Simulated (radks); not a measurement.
The numbers below are computed, except where a source is named.
All-electron atom: the lithium ion Li2+ in 2p1 (not the ground configuration).

Level of theory: scalar-relativistic Kohn-Sham, r2SCAN, spin-polarised, spherical densities, finite nucleus; open shells are filled with parallel spins first; meta-GGA in the generalised Kohn-Sham scheme; Fermi nuclear charge, rms radius 2.444 fm (a radial shooting solver on a logarithmic mesh with Libxc functionals).

Energy parts (eV):
| part | energy |
|---|---|
| total | -29.682 |
| kinetic | 29.380 |
| electron-nucleus | -59.981 |
| Hartree | 7.276 |
| exchange-correlation | -6.356 |

Orbitals (lengths in bohr, moments of r in powers of bohr; r(90%) holds 90 % of the orbital's charge):
\begin{tabular}{lrrr}
orbital & occ. & eigenvalue (eV) & r(90%) \\ \hline
2p up & 1 & -24.8236 & 2.71 \\
\end{tabular}

The highest occupied level is 2p up at -24.824 eV. Summed over all electrons, <r^2> = 3.455 bohr^2, which gives a Langevin (diamagnetic) susceptibility term of -2.74 x 10^-6 cm^3/mol. Spin moment in Bohr magnetons: 1.
